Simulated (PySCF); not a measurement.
# Working with the constants of CeH

ωB97M-V constants of CeH, quartet, about 1.2 electrons in the 4f shell (Mulliken), real f orbitals that mix terms (PySCF, spin-free X2C with a Gaussian nucleus, basis sets Ce x2c-TZVPPall, H x2c-TZVPPall; masses 139.9054 and 1.0078 u):

| Item | Value |
| --- | --- |
| ωe | 1334.8 cm⁻¹ |
| ωexe | 15.2 cm⁻¹ |
| Be | 3.927 cm⁻¹ |
| αe | 0.0726 cm⁻¹ |
| De to Ce (4f1 5d1 6s2) + H | 2.78 eV |

Q: What force constant and bond length do these constants imply?

A: Reduced mass μred = 1.0006 u; k = 5.8918×10⁻⁷·μred·ωe² (u, cm⁻¹, mdyn/Å) = 1.05 mdyn/Å; Re = √(16.8576/(μred·Be)) (u, cm⁻¹, Å) = 2.071 Å.

Q: Estimate the centrifugal constant D from the Kratzer relation and find the Dunham coefficient a1.

A: D = 4Be³/ωe² = 0.000136 cm⁻¹; a1 = −1 − αeωe/(6Be²) = -2.05.

These are scalar-relativistic numbers at best; spin–orbit coupling would shift them, the dissociation energy most. The state is the lowest single determinant that the PBE0 search found; with open d or f shells the true ground state can be another one.
